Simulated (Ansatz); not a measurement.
Name a neutral molecule of B, Sb, Si and H with LUMO energy (PBE0/def2-TZVPP) between -2.45 and -2.15 eV and size of the dipole moment (ωB97M-V/def2-TZVPP) between 0.00 and 0.30 D (Ansatz, PBE0-D4/def2-TZVP geometry).

`[BH2][SbH][SiH3]` (-2.20 eV, 0.15 D). Other molecules can fit too; these were computed, each in one conformer that needn't be the lowest.
